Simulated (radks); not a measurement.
The numbers below are computed, except where a source is named.
The lead ion Pb+ inside a hard spherical wall (all orbitals vanish at R), configuration held at [Hg] 6p1 and not refilled when levels cross. Level of theory: scalar-relativistic Kohn-Sham, PBEsol, spin-polarised, spherical densities, finite nucleus; open shells are filled with parallel spins first (spin-orbit coupling, left out, can overturn this in heavy ions); Fermi nuclear charge, rms radius 5.5012 fm (a radial shooting solver on a logarithmic mesh with Libxc functionals). Eigenvalues in eV for spin up, with the zero of energy where the potential of the charges vanishes at infinity; a dash marks a level that is unbound or too diffuse for the functional's potential to be trusted. A positive occupied level is held by the wall or, in an anion where self-interaction has pushed it up, behind a barrier. The pressure on the wall is -dE/dV.

R (bohr)  E (hartree)  kinetic (hartree)    e(5p)    e(5d)    e(6s)    e(6p)  e(7s, empty)  e(6d, empty)  pressure (GPa)
free      -20870.2437          23569.453  -93.539  -28.905  -19.591  -10.243        -4.496             -               0
15        -20870.2437          23569.453  -93.539  -28.905  -19.591  -10.243        -4.492        -3.008        < 0.0001
12        -20870.2437          23569.453  -93.539  -28.905  -19.591  -10.243        -4.443        -2.945        < 0.0001
10        -20870.2437          23569.454  -93.535  -28.901  -19.588  -10.239        -4.237        -2.755         0.00163
7         -20870.2402          23569.484  -93.390  -28.762  -19.479  -10.068        -2.002        -1.272           0.235
2.5       -20865.6767          23590.282  -71.127   -6.840   16.254   41.391        150.19        83.434            3700
2         -20855.5816          23630.467  -46.605   21.428   74.921   114.96        312.65        175.91           21600
